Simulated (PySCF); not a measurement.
## Excitation energies in several basis sets

C2H2N2Si.
InChI=1S/C2H2N2Si/c3-1-5-2-4/h5H2

TDDFT with PBE0 (PySCF), vertical singlets, core orbitals frozen in the response, spherical d and f functions. Geometry: PBE0-D3(BJ)/def2-SVP; no solvent, vibrations or thermal averaging.

How do the low singlets change with the basis? Take 6-31G*, def2-SVP, 6-31+G*, def2-SVPD, aug-cc-pVDZ, def2-TZVP, def2-TZVPD and aug-cc-pVTZ.

```csv
basis,functions,diffuse,S1 (eV),S2 (eV),S3 (eV),S4 (eV),S5 (eV),LUMO (eV),α (au)
6-31G*,78,no,6.86,6.90,7.21,7.23,7.25,-1.33,44.6
def2-SVP,84,no,6.84,6.91,7.20,7.23,7.23,-1.49,46.2
6-31+G*,98,yes,6.82,6.87,7.16,7.19,7.20,-1.61,50.6
def2-SVPD,120,yes,6.78,6.85,7.13,7.15,7.16,-1.67,54.9
aug-cc-pVDZ,137,yes,6.77,6.84,7.12,7.14,7.14,-1.63,55.9
def2-TZVP,173,no,6.72,6.78,7.05,7.08,7.08,-1.69,52.5
def2-TZVPD,209,yes,6.71,6.77,7.03,7.06,7.06,-1.72,56.0
aug-cc-pVTZ,280,yes,6.73,6.79,7.06,7.08,7.08,-1.70,56.2
```

States are compared by their number. Against the largest diffuse basis here (aug-cc-pVTZ, itself not a converged limit), sets without diffuse functions differ by up to 0.13 eV in S1 and 0.17 eV in S5; the smaller diffuse sets differ by up to 0.09 and 0.11 eV. State by state, the largest deviation of a set without diffuse functions is S1 0.13, S2 0.12, S3 0.15, S4 0.15, S5 0.17 eV. The same number needn't mean the same state in each row. Against aug-cc-pVTZ the polarisability deviates by -21% in 6-31G*, -18% in def2-SVP, -10% in 6-31+G*, -2% in def2-SVPD, 0% in aug-cc-pVDZ, -7% in def2-TZVP, 0% in def2-TZVPD. A single + in a Pople set puts diffuse functions on heavy atoms only.
